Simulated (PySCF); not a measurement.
cobalt atom (Co), quartet; PySCF with B3LYP5/def2-TZVP.

PySCF was given this input:
```python
from pyscf import gto, scf, dft

mol = gto.M(
    atom='''
Co    0.000000    0.000000    0.000000
''',
    basis='def2-tzvp',
    charge=0,
    spin=3,
    verbose=4,
)

mf = dft.UKS(mol)
mf.xc = 'b3lyp5'
mf.kernel()
```

It wrote (shortened):

```
PySCF version 2.14.0

[INPUT] verbose = 4
[INPUT] num. atoms = 1
[INPUT] num. electrons = 27
[INPUT] charge = 0
[INPUT] spin (= nelec alpha-beta = 2S) = 3
[INPUT] symmetry False subgroup None
[INPUT] Mole.unit = angstrom
[INPUT] Symbol           X                Y                Z      unit          X                Y                Z       unit  Magmom
[INPUT]  1 Co     0.000000000000   0.000000000000   0.000000000000 AA    0.000000000000   0.000000000000   0.000000000000 Bohr   0.0

nuclear repulsion = 0
number of shells = 15
number of NR pGTOs = 92
number of NR cGTOs = 45
basis = def2-tzvp
ecp = {}

******** <class 'pyscf.dft.uks.UKS'> ********
method = UKS
initial guess = minao
damping factor = 0
level_shift factor = 0
DIIS = <class 'pyscf.scf.diis.CDIIS'>
diis_start_cycle = 1
diis_space = 8
diis_damp = 0
SCF conv_tol = 1e-09
SCF conv_tol_grad = None
SCF max_cycles = 50
direct_scf = True
direct_scf_tol = 1e-13
number electrons alpha = 15  beta = 12
XC library pyscf.dft.libxc version 7.1.2
    S. Lehtola, C. Steigemann, M. J. T. Oliveira, and M. A. L. Marques,  SoftwareX 7, 1–5 (2018)
XC functionals = b3lyp5
    P. A. M. Dirac,  Math. Proc. Cambridge Philos. Soc. 26, 376 (1930)
    F. Bloch,  Z. Phys. 57, 545 (1929)
    A. D. Becke,  Phys. Rev. A 38, 3098 (1988)
    C. Lee, W. Yang, and R. G. Parr,  Phys. Rev. B 37, 785 (1988)
    B. Miehlich, A. Savin, H. Stoll, and H. Preuss,  Chem. Phys. Lett. 157, 200 (1989)
    S. H. Vosko, L. Wilk, and M. Nusair,  Can. J. Phys. 58, 1200 (1980)
radial grids:
    Treutler-Ahlrichs [JCP 102, 346 (1995); DOI:10.1063/1.469408] (M4) radial grids

becke partition: Becke, JCP 88, 2547 (1988); DOI:10.1063/1.454033
pruning grids: <function nwchem_prune>
grids dens level: 3
symmetrized grids: False
atomic radii adjust function: <function treutler_atomic_radii_adjust>
small_rho_cutoff = 0
Set gradient conv threshold to 3.16228e-05
tot grids = 20904
init E= -1381.85890941633

cycle= 1 E= -1366.4807727567  delta_E= 15.4  |g|= 5.77  |ddm|= 3.42

cycle= 2 E= -1370.50850541617  delta_E= -4.03  |g|= 7.42  |ddm|= 6.27

cycle= 3 E= -1380.55351699107  delta_E=  -10  |g|= 3.13  |ddm|= 4.37
cycle= 4 E= -1382.39994572085  delta_E= -1.85  |g|= 1.13  |ddm|= 1.59
cycle= 5 E= -1382.6285139372  delta_E= -0.229  |g|= 0.373  |ddm|= 0.552
cycle= 6 E= -1382.66014770215  delta_E= -0.0316  |g|= 0.0115  |ddm|= 0.199
cycle= 7 E= -1382.66018516636  delta_E= -3.75e-05  |g|= 0.0101  |ddm|= 0.0127
cycle= 8 E= -1382.66022227033  delta_E= -3.71e-05  |g|= 0.00159  |ddm|= 0.00709
cycle= 9 E= -1382.66024505128  delta_E= -2.28e-05  |g|= 0.00183  |ddm|= 0.013
cycle= 10 E= -1382.66024824414  delta_E= -3.19e-06  |g|= 0.000301  |ddm|= 0.00553
cycle= 11 E= -1382.66024835086  delta_E= -1.07e-07  |g|= 8.36e-05  |ddm|= 0.000633
cycle= 12 E= -1382.66024842596  delta_E= -7.51e-08  |g|= 8.27e-05  |ddm|= 0.000502
cycle= 13 E= -1382.66024865567  delta_E= -2.3e-07  |g|= 8.06e-05  |ddm|= 0.00156
cycle= 14 E= -1382.66024916888  delta_E= -5.13e-07  |g|= 7.87e-05  |ddm|= 0.00372
cycle= 15 E= -1382.66024930673  delta_E= -1.38e-07  |g|= 7.82e-05  |ddm|= 0.00092
cycle= 16 E= -1382.66024947032  delta_E= -1.64e-07  |g|= 7.79e-05  |ddm|= 0.00105
cycle= 17 E= -1382.66024951505  delta_E= -4.47e-08  |g|= 7.79e-05  |ddm|= 0.000268
cycle= 18 E= -1382.66024926533  delta_E= 2.5e-07  |g|= 7.77e-05  |ddm|= 0.0015
cycle= 19 E= -1382.66024203968  delta_E= 7.23e-06  |g|= 0.000399  |ddm|= 0.0459
cycle= 20 E= -1382.66024374644  delta_E= -1.71e-06  |g|= 0.000242  |ddm|= 0.0112
cycle= 21 E= -1382.66023962095  delta_E= 4.13e-06  |g|= 0.000797  |ddm|= 0.0266
cycle= 22 E= -1382.66023958918  delta_E= 3.18e-08  |g|= 0.000736  |ddm|= 0.0013
cycle= 23 E= -1382.66023890954  delta_E= 6.8e-07  |g|= 0.000866  |ddm|= 0.00441
cycle= 24 E= -1382.6602395018  delta_E= -5.92e-07  |g|= 0.000785  |ddm|= 0.00379
cycle= 25 E= -1382.66023984599  delta_E= -3.44e-07  |g|= 0.000709  |ddm|= 0.00223
cycle= 26 E= -1382.66024221932  delta_E= -2.37e-06  |g|= 0.000374  |ddm|= 0.0154
cycle= 27 E= -1382.66024385266  delta_E= -1.63e-06  |g|= 0.000175  |ddm|= 0.0106
cycle= 28 E= -1382.66024506282  delta_E= -1.21e-06  |g|= 0.00017  |ddm|= 0.00793
cycle= 29 E= -1382.6602410374  delta_E= 4.03e-06  |g|= 0.000284  |ddm|= 0.027
cycle= 30 E= -1382.66024188453  delta_E= -8.47e-07  |g|= 0.000317  |ddm|= 0.00601
cycle= 31 E= -1382.66023878248  delta_E= 3.1e-06  |g|= 0.000451  |ddm|= 0.0221
cycle= 32 E= -1382.66024075187  delta_E= -1.97e-06  |g|= 0.000235  |ddm|= 0.014
cycle= 33 E= -1382.66024178597  delta_E= -1.03e-06  |g|= 0.00012  |ddm|= 0.00716
cycle= 34 E= -1382.66024217364  delta_E= -3.88e-07  |g|= 0.0002  |ddm|= 0.00309
cycle= 35 E= -1382.66024020022  delta_E= 1.97e-06  |g|= 0.000251  |ddm|= 0.0142
cycle= 36 E= -1382.66024022744  delta_E= -2.72e-08  |g|= 0.000235  |ddm|= 0.000433
cycle= 37 E= -1382.66024071589  delta_E= -4.88e-07  |g|= 0.000203  |ddm|= 0.00343
cycle= 38 E= -1382.66024127527  delta_E= -5.59e-07  |g|= 0.00018  |ddm|= 0.00392
cycle= 39 E= -1382.66023971094  delta_E= 1.56e-06  |g|= 0.00019  |ddm|= 0.0113
cycle= 40 E= -1382.66024087251  delta_E= -1.16e-06  |g|= 7.11e-05  |ddm|= 0.00822
cycle= 41 E= -1382.66024091409  delta_E= -4.16e-08  |g|= 7.07e-05  |ddm|= 0.000523
cycle= 42 E= -1382.66024136735  delta_E= -4.53e-07  |g|= 6.86e-05  |ddm|= 0.00318
cycle= 43 E= -1382.66023980141  delta_E= 1.57e-06  |g|= 0.000102  |ddm|= 0.011
cycle= 44 E= -1382.66023857801  delta_E= 1.22e-06  |g|= 0.000113  |ddm|= 0.00869
cycle= 45 E= -1382.66024050712  delta_E= -1.93e-06  |g|= 7.11e-05  |ddm|= 0.0137
cycle= 46 E= -1382.66023970503  delta_E= 8.02e-07  |g|= 9.62e-05  |ddm|= 0.00585
cycle= 47 E= -1382.66023845287  delta_E= 1.25e-06  |g|= 0.000133  |ddm|= 0.0092
cycle= 48 E= -1382.66024151621  delta_E= -3.06e-06  |g|= 0.000192  |ddm|= 0.0225
cycle= 49 E= -1382.66023927079  delta_E= 2.25e-06  |g|= 6.67e-05  |ddm|= 0.0171
cycle= 50 E= -1382.66023766994  delta_E= 1.6e-06  |g|= 8.22e-05  |ddm|= 0.0119
SCF not converged.
SCF energy = -1382.66023766994 after 50 cycles  <S^2> = 3.7514686  2S+1 = 4.0007342
```

The run did not converge; its last values are not results.
